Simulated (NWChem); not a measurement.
# C₂H₈AlN; SMILES C[NH][AlH][CH3]

```xyz
12

Al    -0.5001    -0.5631     0.0000
H     -2.0807    -0.3771     0.0000
C      0.4093    -2.3071     0.0000
H      1.5025    -2.2229     0.0000
H      0.1256    -2.9004    -0.8794
H      0.1256    -2.9004     0.8794
N      0.4645     0.9431     0.0000
C      0.0061     2.3273     0.0000
H      1.4784     0.8851     0.0000
H      0.3472     2.8807    -0.8877
H      0.3472     2.8807     0.8877
H     -1.0887     2.3514     0.0000
```
Atoms are numbered in this order, from 1.

Results from NWChem. Medium grid unless said otherwise, to which SCAN and Minnesota functionals are sensitive. Structure relaxed at the B3LYP/6-31G* (spherical d) level. B3LYP is NWChem's, with the RPA form of VWN correlation. Total energies of different functionals are on different scales.

```tsv
level	energy (Ha)	highest occupied level (eV)	orbital gap (eV)	dipole (D)
PBE/def2-TZVP	-377.9675	-5.38	4.41	1.16
B3LYP/def2-TZVP	-378.3290	-6.45	6.02	1.08
r2SCAN/def2-TZVP	-378.1819	-5.61	4.99	1.14
M06-2X/def2-TZVP	-378.2061	-8.00	8.34	0.98
PW6B95/def2-TZVP	-378.6913	-6.78	6.55	1.06
PBE0/def2-TZVP	-378.0114	(withheld)	(withheld)	1.07
```

Problem. Some entries are withheld; supply them.

Solution. 
- PBE0/def2-TZVP, highest occupied level (eV): -6.66
- PBE0/def2-TZVP, orbital gap (eV): 6.44
